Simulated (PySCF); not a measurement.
## Working with the constants of BiH

UHF-CCSD(T) constants of BiH, ³Σ⁻ (triplet), unpaired electrons π ↑↑ (Bi def2-SVPD with ECP60, H def2-SVPD; scalar-relativistic core potentials (PySCF 2.14); masses 208.9804 and 1.0078 u):

* ωe: 1739.7 cm⁻¹
* ωexe: 30.6 cm⁻¹
* Be: 5.1495 cm⁻¹
* αe: 0.141 cm⁻¹
* D (centrifugal): 0.000180 cm⁻¹
* De to Bi + H: 2.15 eV

Problem. Give the vibrational terms G(v) and spacings up to v = 6.

Solution. G(v) = ωe(v+½) − ωexe(v+½)².

```json
{"v": "0", "G(v) (cm⁻¹)": "862.2", "G(v) − G(v−1)": "", "Bv (cm⁻¹)": "5.079"}
{"v": "1", "G(v) (cm⁻¹)": "2540.7", "G(v) − G(v−1)": "1678.5", "Bv (cm⁻¹)": "4.938"}
{"v": "2", "G(v) (cm⁻¹)": "4158.0", "G(v) − G(v−1)": "1617.3", "Bv (cm⁻¹)": "4.797"}
{"v": "3", "G(v) (cm⁻¹)": "5714.1", "G(v) − G(v−1)": "1556.1", "Bv (cm⁻¹)": "4.656"}
{"v": "4", "G(v) (cm⁻¹)": "7209.0", "G(v) − G(v−1)": "1494.9", "Bv (cm⁻¹)": "4.515"}
{"v": "5", "G(v) (cm⁻¹)": "8642.7", "G(v) − G(v−1)": "1433.7", "Bv (cm⁻¹)": "4.374"}
{"v": "6", "G(v) (cm⁻¹)": "10015.2", "G(v) − G(v−1)": "1372.5", "Bv (cm⁻¹)": "4.233"}
```

Problem. How well does the Morse estimate ωe²/(4ωexe) reproduce De, and what is D0?

Solution. It gives 3.07 eV, 143 % of the computed De. D0 = De − G(0) = 2.15 − 0.11 = 2.04 eV.

Correlated steps freeze 4 core orbitals. Correlated levels converge slowly with the basis: in double zeta they bind strong bonds too weakly, by up to about 1 eV, and carry superposition errors of some tenths. These are scalar-relativistic numbers at best; spin–orbit coupling would shift them, the dissociation energy most. The state is the lowest determinant that a PBE0 search found; another state may lie lower at other levels.
